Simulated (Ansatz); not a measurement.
This geometry of C3H12OSi2 (18 atoms, charge 0, multiplicity 1) is a first-order saddle point.

All numbers below come from RKS PBE-D4/STO-3G (Ansatz).

```xyz
18
Properties=species:S:1:pos:R:3
C -0.549 -1.839 0.004
C 0.413 -0.607 -0.061
Si 1.748 -0.728 1.273
Si -0.555 1.041 0.001
C -0.359 1.984 -1.612
O -2.262 0.795 0.172
H 0.003 -2.788 -0.135
H -1.070 -1.898 0.980
H -1.328 -1.784 -0.782
H 0.920 -0.645 -1.044
H 1.150 -0.564 2.590
H 2.410 -2.023 1.228
H 2.747 0.314 1.088
H -0.027 1.851 1.106
H -0.746 1.400 -2.464
H 0.702 2.207 -1.813
H -0.905 2.941 -1.585
H -2.329 0.354 1.106
```

Task: Which two structures does it join? (They come from a converged band through this point; their orientation in space is the band's.)

Result: No bond is made or broken. The dihedral C1–C2–Si4–H14 goes from 66 to 180°.

First end point:

```xyz
18
Properties=species:S:1:pos:R:3
C -0.728 -1.890 0.532
C 0.139 -0.766 -0.122
Si 1.827 -0.656 0.724
Si -0.785 0.897 -0.115
C 0.174 2.215 -1.049
O -2.317 0.801 -0.916
H -0.216 -2.871 0.498
H -0.946 -1.666 1.595
H -1.699 -2.010 0.010
H 0.314 -1.052 -1.177
H 1.668 -0.225 2.106
H 2.484 -1.956 0.719
H 2.684 0.301 0.039
H -0.944 1.296 1.289
H 0.349 1.918 -2.096
H 1.158 2.398 -0.584
H -0.375 3.171 -1.059
H -2.823 0.107 -0.340
```

Last end point:

```xyz
18
Properties=species:S:1:pos:R:3
C -0.306 -1.659 -0.431
C 0.652 -0.475 -0.083
Si 1.601 -0.817 1.516
Si -0.299 1.174 -0.022
C -1.101 1.563 -1.676
O -1.604 1.125 1.115
H 0.238 -2.622 -0.486
H -1.102 -1.766 0.331
H -0.801 -1.501 -1.408
H 1.396 -0.390 -0.899
H 0.687 -0.777 2.650
H 2.233 -2.127 1.482
H 2.624 0.196 1.728
H 0.672 2.223 0.311
H -1.867 0.814 -1.938
H -0.352 1.575 -2.485
H -1.591 2.551 -1.657
H -1.116 0.924 2.005
```

Task: How far does it lie above each of them?

Result: 0.070 eV above the first and 0.054 eV above the second. This is the barrier of this one path; another mechanism may lie lower. Limits of this set-up: minimal basis.

The run took 120 s on 1 thread of Arm Neoverse V1 (shared host), peak memory 0.11 GiB.
